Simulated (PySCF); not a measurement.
# The second ionisation energy along the second row

All values are computed (PySCF 2.14, energy differences of UHF-based or UKS calculations, no spin-orbit coupling). Values in eV. The last column holds reference values (NIST; (s) semi-empirical, (t) theoretical, else measured). Unmarked ones compare directly (S terms, centres of terms, or small fine structure); those marked * lie between the lowest fine-structure levels and include a spin-orbit shift.

```
                        element               configurations  SCS-MP2 (valence and next inner shell)  CCSD (valence and next inner shell)     LDA  MP2 (valence)  CCSD (valence)  CCSD(T) (valence)     reference
Be (dyall-acv3z, spin-free X2C)               [He] 2s1 → 1s2                                  18.187                               18.203  18.256            n/a             n/a                n/a        18.211
 B (dyall-acv3z, spin-free X2C)          [He] 2s2 → [He] 2s1                                  24.726                               25.123  24.560         24.474          25.109             25.109        25.155
 C (dyall-acv3z, spin-free X2C)      [He] 2s2 2p1 → [He] 2s2                                  24.349                               24.257  24.773         24.381          24.215             24.247        24.378
 N (dyall-acv3z, spin-free X2C)  [He] 2s2 2p2 → [He] 2s2 2p1                                  29.498                               29.504  30.058         29.623          29.468             29.485  29.601 (s) *
 O (dyall-acv3z, spin-free X2C)  [He] 2s2 2p3 → [He] 2s2 2p2                                  34.960                               35.056  35.584         35.204          35.025             35.035      35.121 *
 F (dyall-acv3z, spin-free X2C)  [He] 2s2 2p4 → [He] 2s2 2p3                                  34.753                               34.692  35.269         34.634          34.672             34.701        34.950
Ne (dyall-acv3z, spin-free X2C)  [He] 2s2 2p5 → [He] 2s2 2p4                                  40.784                               40.726  41.434         40.777          40.706             40.741      40.963 *
```

Task: Which of these methods has the smallest mean absolute error against the measured values here?

Result: CCSD (valence and next inner shell), with 0.105 eV.

| method | elements | mean error (eV) | mean absolute error (eV) | largest error (eV) |
| --- | --- | --- | --- | --- |
| SCS-MP2 (valence and next inner shell) | 4 | -0.169 | 0.169 | -0.428 |
| CCSD (valence and next inner shell) | 4 | -0.105 | 0.105 | -0.258 |
| LDA | 4 | 0.041 | 0.338 | -0.595 |
| MP2 (valence) | 3 | -0.331 | 0.333 | -0.681 |
| CCSD (valence) | 3 | -0.162 | 0.162 | -0.278 |
| CCSD(T) (valence) | 3 | -0.142 | 0.142 | -0.249 |

Errors include the incompleteness of the basis and the frozen core.

"Valence" correlates the outer s and p shells and, in groups 3 to 12 and the f block, the outer d or f shell, open or full, or the next shell where the ion has no valence electron left; the wider scheme adds the next inner shell.
